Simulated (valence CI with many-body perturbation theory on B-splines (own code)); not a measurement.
## E1 transitions of Cd⁴⁰⁺

Calculated by configuration interaction combined with many-body perturbation theory (CI+MBPT): six valence electrons over a frozen Dirac-Fock core [He], a basis of 9 s, 9 p, 8 d, 6 f, 3 g, 1 h functions for each j, with the one-electron correlation potential Σ1, the two-electron term Σ2, the three-electron term Σ3, Breit, model QED; selected CI, second order for the rest, scaled by the run's own slope (own B-spline code, finite nucleus).

The last digits are not significant, and no measured levels were compared; by estimate large intervals hold to a few tenths of a per cent, small ones and those within an open d or f shell to about a per cent. Among the levels kept, up to 2200 cm⁻¹ of a level comes from second order outside the variational space, and about a tenth of that is noise between levels of different J, which matters for small intervals.

Lines 201 to 228 of 228 in falling wavelength, among levels below 285.45 Ry, chosen from the strongest by gf and those to the six lowest levels. Wavelengths and rates use the calculated energies. Electric multipoles are in the length gauge with retardation, E1 and E2 with the static RPA response of the core. Weak lines are less certain than strong ones. Lines between different terms over intervals too small for the method are left out, as are lines whose strength nearly cancels. The highest levels of a list are the least certain.

Levels are named by their leading jj configuration (3d3/2^4 stands for four electrons in 3d with j = 3/2), which in mixed levels can hold well under half, so a name can repeat and another be missing. Letters in brackets count levels of one name in rising energy.

| λ vac (nm) | Upper | Lower | A (s⁻¹) | log gf | Branch % |
| --- | --- | --- | --- | --- | --- |
| 0.3380 | (2s^2 2p1/2 2p3/2^2 3d5/2) J=3 [b] | (2s^2 2p1/2 2p3/2^3) J=2 | 1.91e+14 | 0.36 | 95.9 |
| 0.3380 | (2s^2 2p3/2^3 3s) J=1 | (2s^2 2p1/2 2p3/2^3) J=1 | 1.86e+12 | -2.02 | 1.1 |
| 0.3379 | (2s^2 2p1/2 2p3/2^2 3d5/2) J=2 | (2s^2 2p1/2 2p3/2^3) J=1 | 1.17e+14 | 0.00 | 49.8 |
| 0.3379 | (2s^2 2p1/2 2p3/2^2 3d5/2) J=0 | (2s^2 2p1/2 2p3/2^3) J=1 | 1.32e+14 | -0.65 | 100.0 |
| 0.3374 | (2s^2 2p1/2 2p3/2^2 3s) J=1 [b] | (2s^2 2p1/2^2 2p3/2^2) J=2 | 3.75e+12 | -1.72 | 2.7 |
| 0.3373 | (2s^2 2p1/2^2 2p3/2 3d5/2) J=3 | (2s^2 2p1/2^2 2p3/2^2) J=2 | 2.87e+14 | 0.54 | 99.9 |
| 0.3373 | (2s^2 2p1/2 2p3/2^2 3d3/2) J=2 [c] | (2s^2 2p1/2 2p3/2^3) J=1 | 6.32e+13 | -0.27 | 97.4 |
| 0.3370 | (2s^2 2p1/2 2p3/2^2 3d5/2) J=1 [b] | (2s^2 2p1/2 2p3/2^3) J=1 | 4.93e+13 | -0.60 | 26.2 |
| 0.3367 | (2s^2 2p1/2^2 2p3/2 3d5/2) J=1 | (2s^2 2p1/2^2 2p3/2^2) J=2 | 8.85e+12 | -1.35 | 8.8 |
| 0.3267 | (2s^2 2p1/2 2p3/2^2 3d3/2) J=1 [a] | (2s^2 2p1/2^2 2p3/2^2) J=0 | 3.60e+12 | -1.76 | 12.2 |
| 0.3245 | (2s^2 2p1/2 2p3/2^2 3d5/2) J=1 [a] | (2s^2 2p1/2^2 2p3/2^2) J=0 | 6.25e+11 | -2.53 | 0.5 |
| 0.3239 | (2s^2 2p1/2 2p3/2^2 3d3/2) J=1 [a] | (2s^2 2p1/2^2 2p3/2^2) J=2 | 1.62e+13 | -1.12 | 55.0 |
| 0.3238 | (2s^2 2p1/2 2p3/2^2 3d3/2) J=2 [a] | (2s^2 2p1/2^2 2p3/2^2) J=2 | 2.86e+13 | -0.65 | 91.9 |
| 0.3237 | (2s^2 2p1/2 2p3/2^2 3d3/2) J=1 [b] | (2s^2 2p1/2^2 2p3/2^2) J=0 | 1.34e+13 | -1.20 | 5.3 |
| 0.3234 | (2s^2 2p3/2^3 3s) J=1 | (2s^2 2p1/2^2 2p3/2^2) J=0 | 1.27e+10 | -4.22 | 0.0 |
| 0.3234 | (2s^2 2p1/2 2p3/2^2 3d3/2) J=3 [a] | (2s^2 2p1/2^2 2p3/2^2) J=2 | 5.55e+13 | -0.21 | 99.5 |
| 0.3228 | (2s^2 2p1/2 2p3/2^2 3d5/2) J=3 [a] | (2s^2 2p1/2^2 2p3/2^2) J=2 | 2.43e+12 | -1.58 | 21.2 |
| 0.3226 | (2s^2 2p1/2 2p3/2^2 3d5/2) J=1 [b] | (2s^2 2p1/2^2 2p3/2^2) J=0 | 3.37e+13 | -0.80 | 17.9 |
| 0.3219 | (2s^2 2p1/2 2p3/2^2 3d5/2) J=1 [a] | (2s^2 2p1/2^2 2p3/2^2) J=2 | 6.23e+13 | -0.54 | 49.8 |
| 0.3218 | (2s^2 2p1/2 2p3/2^2 3d3/2) J=2 [b] | (2s^2 2p1/2^2 2p3/2^2) J=2 | 1.66e+14 | 0.11 | 79.2 |
| 0.3217 | (2s^2 2p1/2 2p3/2^2 3d3/2) J=3 [b] | (2s^2 2p1/2^2 2p3/2^2) J=2 | 2.65e+14 | 0.46 | 99.9 |
| 0.3212 | (2s^2 2p3/2^3 3s) J=2 | (2s^2 2p1/2^2 2p3/2^2) J=2 | 2.90e+13 | -0.65 | 30.1 |
| 0.3211 | (2s^2 2p1/2 2p3/2^2 3d3/2) J=1 [b] | (2s^2 2p1/2^2 2p3/2^2) J=2 | 1.28e+14 | -0.23 | 50.9 |
| 0.3208 | (2s^2 2p3/2^3 3s) J=1 | (2s^2 2p1/2^2 2p3/2^2) J=2 | 6.74e+13 | -0.51 | 41.5 |
| 0.3208 | (2s^2 2p1/2 2p3/2^2 3d5/2) J=2 | (2s^2 2p1/2^2 2p3/2^2) J=2 | 8.03e+13 | -0.21 | 34.2 |
| 0.3202 | (2s^2 2p1/2 2p3/2^2 3d3/2) J=2 [c] | (2s^2 2p1/2^2 2p3/2^2) J=2 | 1.49e+11 | -2.94 | 0.2 |
| 0.3199 | (2s^2 2p1/2 2p3/2^2 3d5/2) J=1 [b] | (2s^2 2p1/2^2 2p3/2^2) J=2 | 2.11e+13 | -1.01 | 11.2 |
| 0.3195 | (2s^2 2p1/2 2p3/2^2 3d5/2) J=3 [b] | (2s^2 2p1/2^2 2p3/2^2) J=2 | 8.12e+12 | -1.06 | 4.1 |

(1) How does gf follow from A for the line at 0.3237 nm?

## Answers

(1) gf = 1.4992 × (2J+1)_upper × A / σ², with σ = 30890145 cm⁻¹ and 2J+1 = 3: gf = 0.0631.
